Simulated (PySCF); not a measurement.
N²⁺: interval between two levels

N²⁺ [He] 2s2 2p1 [2P3/2, M_J = 3/2] → N²⁺ [He] 2s1 2p2 [4P5/2, M_J = 5/2], as a difference of total energies. Calculation: PySCF 2.14, in x2c-TZVPall-2c; the two-component X2C-1e Hamiltonian. Correlated levels: 1s2 frozen. "Screened" scales the spin-orbit matrix elements by Boettger's factors to mimic the two-electron term; Breit and QED terms are absent.

| method | interval between two levels (cm⁻¹) |
| --- | --- |
| GHF (spin-free) | 41432 |
| GMP2 (spin-free) | 51336 |
| GHF (screened spin-orbit) | 41431 |
| GMP2 (screened spin-orbit) | 51336 |

The labels give the starting determinants; with spin-orbit coupling the two ends relaxed to ⟨J²⟩ = 3.75, ⟨L²⟩ = 2.00, ⟨S²⟩ = 0.75 and ⟨J²⟩ = 8.75, ⟨L²⟩ = 2.00, ⟨S²⟩ = 3.75.
